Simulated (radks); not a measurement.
Results of a calculation; reference values are marked as such.
Effect of the nuclear size on the antimony ion Sb3+, [Kr] 4d10 5s2. Level of theory: Dirac Kohn-Sham, exchange-only LDA, spin-unpolarised, spherical densities, finite nucleus; Fermi nuclear charge, rms radius 4.6802 fm (a radial shooting solver on a logarithmic mesh with Libxc functionals). The rms radius is varied about that value; shifts are against it.

rms radius (fm)  total energy shift (eV)  density at nucleus (e/bohr^3)  1s1/2 shift (meV)  2s1/2 shift (meV)  4s1/2 shift (meV)  4p1/2 shift (meV)  5s1/2 shift (meV)  5p1/2 (empty) shift (meV)  6s1/2 (empty) shift (meV)
3.8612                             -1.49                      2.146e+05               -623              -71.8              -2.75              0.262             -0.334                      0.083                     -0.074
4.4181                            -0.501                        2.1e+05               -210              -24.2             -0.928              0.089             -0.113                      0.028                     -0.025
4.6802                                 0                      2.081e+05              0.000              0.000              0.000              0.000              0.000                      0.000                      0.000
4.9704                             0.583                      2.061e+05                245               28.2               1.08             -0.103              0.131                     -0.032                      0.029
5.5975                              1.94                      2.022e+05                815               94.0               3.60             -0.343              0.437                     -0.108                      0.097

Slopes of the eigenvalues against <r^2> in GHz/fm^2, as finite differences over the two radii next to the reference (eigenvalue slopes, not the field-shift constants of lines): 1s1/2 21200, 2s1/2 2440, 4s1/2 93.6, 4p1/2 -8.93, 5s1/2 11.4, 5p1/2 (empty) -2.81, 6s1/2 (empty) 2.54.
